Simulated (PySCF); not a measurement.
ClFH4SSi2.

```xyz
9

Si    -1.8378     0.0338    -0.1594
F     -2.4674     0.7944     1.1470
S     -0.1138     1.0838    -0.9054
Si     1.3302     0.2504     0.4653
Cl     1.8920    -1.6762    -0.0812
H     -1.4538    -1.3478     0.2713
H     -2.8543     0.0587    -1.2551
H      0.7493     0.1747     1.8443
H      2.5297     1.1411     0.4004
```
Charge 0, spin multiplicity 1.

Coordinates come from a PBE-D3(BJ)/def2-SVP optimisation. The structure was generated by enumeration, and PubChem lists no compound with its InChIKey, so it may never have been made. One conformer was computed; it need not be the lowest.

Calculation: PBE/pcSseg-1 (PySCF). Non-relativistic, no solvent.

Task: Give the absolute GIAO shielding of each atom: isotropic value and principal components (ppm). (The exact figures need the calculation; the answer reports its results.)

Result: 
| atom | σ(iso) | σ11 | σ22 | σ33 | span |
|---|---|---|---|---|---|
| Si1 | 325.4 | 263.4 | 322.3 | 390.5 | 127.1 |
| F2 | 341.0 | 283.3 | 339.8 | 399.9 | 116.7 |
| S3 | 610.0 | 481.9 | 593.2 | 754.9 | 272.9 |
| Si4 | 328.4 | 251.8 | 351.1 | 382.1 | 130.4 |
| Cl5 | 887.8 | 735.9 | 921.2 | 1006.3 | 270.4 |
| H6 | 25.2 | 20.9 | 25.7 | 28.9 | 8.1 |
| H7 | 25.2 | 21.1 | 23.6 | 31.0 | 9.8 |
| H8 | 25.1 | 20.5 | 24.7 | 30.1 | 9.6 |
| H9 | 25.1 | 20.4 | 23.9 | 31.1 | 10.7 |
